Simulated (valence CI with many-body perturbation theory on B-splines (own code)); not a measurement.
# Energy levels of Yb31+

Calculated by relativistic CI+MBPT: three valence electrons over a frozen Dirac-Fock core [Kr], radial functions for each j: 9 s, 9 p, 10 d, 8 f, 5 g, 3 h, 1 i, with the one-electron correlation potential Σ1, the two-electron term Σ2, the three-electron term Σ3, Breit, model QED; selected CI, second order for the rest (own B-spline code, finite nucleus).

No measured spectrum was set against this ion. As an estimate, large intervals hold to a few tenths of a per cent, small ones and those within an open d or f shell to about a per cent. Only levels of the ground parity were solved; by the run's estimate the other parity begins above the list, which can be wrong where configurations are misplaced.

Levels 1 to 19 of 19, with energies above the lowest level, (4d3/2^3) J=3/2. "Leading %" is the weight of the configuration and term that name the level; weights of strongly mixed levels are sums over their largest components and can fall short. In the jj column 3d3/2^4 stands for four electrons in 3d with j = 3/2. Lifetimes count E1, E2, E3, M1 and M2 decay at the calculated energies, and are blank where another channel may lead or the interval is too uncertain; long ones can be off by a factor of two.

```
No.  Configuration  Term     J  E (cm⁻¹)  Leading %      g  Lifetime             Leading jj
  1            4d³    ⁴F   3/2         0         54  0.660                   4d3/2^3 (95 %)
  2            4d³    ⁴F   5/2     84529         86  1.050   60.8 μs   4d3/2^2 4d5/2 (98 %)
  3            4d³    ⁴P   3/2    103410         40  1.228   71.1 μs   4d3/2^2 4d5/2 (96 %)
  4            4d³    ⁴F   7/2    111380         44  1.071   2.96 ms   4d3/2^2 4d5/2 (92 %)
  5            4d³    ²G   9/2    115330         43  1.063    1.91 s   4d3/2^2 4d5/2 (97 %)
  6            4d³    ⁴P   1/2    117160         61  1.894    190 μs   4d3/2^2 4d5/2 (99 %)
  7            4d³    ⁴P   5/2    171390         54  1.354    241 μs   4d3/2^2 4d5/2 (82 %)
  8            4d³    ⁴F   7/2    196610         55  1.085   28.9 μs   4d3/2 4d5/2^2 (95 %)
  9            4d³    ⁴F   9/2    207680         53  1.139   50.7 μs   4d3/2 4d5/2^2 (94 %)
 10            4d³    ⁴P   3/2    220830         41  1.139   21.7 μs   4d3/2 4d5/2^2 (99 %)
 11            4d³    ²P   1/2    228640         61  1.436   35.4 μs   4d3/2 4d5/2^2 (99 %)
 12            4d³    ²H  11/2    235590        100  1.088    114 μs  4d3/2 4d5/2^2 (100 %)
 13            4d³    ²D   5/2    237640         51  1.202   48.4 μs   4d3/2 4d5/2^2 (83 %)
 14            4d³    ²D   5/2    253910         43  1.107   67.6 μs   4d3/2 4d5/2^2 (95 %)
 15            4d³    ²F   7/2    260260         84  1.104   83.6 μs   4d3/2 4d5/2^2 (96 %)
 16            4d³    ²D   3/2    305320         58  1.008   30.7 μs   4d3/2 4d5/2^2 (76 %)
 17            4d³    ²G   9/2    317430         54  1.142   22.5 μs         4d5/2^3 (96 %)
 18            4d³    ²D   3/2    359750         65  1.014   21.5 μs         4d5/2^3 (77 %)
 19            4d³    ²D   5/2    386580         65  1.158   14.6 μs         4d5/2^3 (92 %)
```

The ionisation energy to 4d² ³F2 of the next ion comes out as 1225.1 eV (NIST: 1224 ± 4 eV (theoretical)). All 19 levels together are meant to be complete up to 402040 cm⁻¹.
